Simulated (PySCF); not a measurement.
Which determinant of NaCd lies lowest?

Unrestricted PBE0; PySCF, scalar-relativistic core potentials, basis sets Na cc-pVDZ, Cd cc-pVDZ-PP with ECP28. Outer shells of the fragments: Na 3s1; Cd 4d10 5s2.

Followed along the bond (rough minima from three points):

```csv
2Ms+1,unpaired,⟨S²⟩ at the start,R at minimum (Å),Te (eV)
2,σ ↑,0.75,3.42,0.00
4,"σ ↑↑, π ↑",3.75,3.31,3.56
2,π ↑,0.75,none in the scan,≤ 1.20
```

Solutions found at the starting distance of 2.975 Å, counted from the lowest of them; the search is not exhaustive and high or unbound solutions are not listed, so other states can lie among these:

| 2Ms+1 | unpaired | term | E (eV) | ⟨S²⟩ | ⟨Lz²⟩ | μ (D) |
| --- | --- | --- | --- | --- | --- | --- |
| 2 | σ ↑ | ²Σ⁺ | 0.00 | 0.75 | 0.00 | -0.77 |
| 2 | π ↑ | ²Π | 1.17 | 0.75 | 1.00 | -4.22 |
| 4 | σ ↑↑, π ↑ | ⁴Π | 3.55 | 3.75 | 1.00 | -3.30 |
| 2 | σ ↑↑, π ↓ | mixed | 4.32 | 1.75 | 1.00 | -3.04 |
| 4 | σ ↑↑↑ | ⁴Σ⁺ | 4.40 | 3.75 | 0.00 | 4.64 |
| 4 | σ ↑, π ↑↑ | ⁴Σ⁻ | 4.58 | 3.75 | 0.00 | -5.64 |
| 4 | σ ↑, π ↑↑ | mixed | 6.30 | 3.75 | 2.00 | 2.99 |

A term symbol is given only where ⟨S²⟩ and ⟨Lz²⟩ are close to those of a pure state; real π, δ and φ orbitals otherwise mix terms. A positive dipole means Na(−)Cd(+).

Spin–orbit coupling is left out. Counting both spins, an empty level lies below a filled one in some of these solutions, because spin and occupation are held.
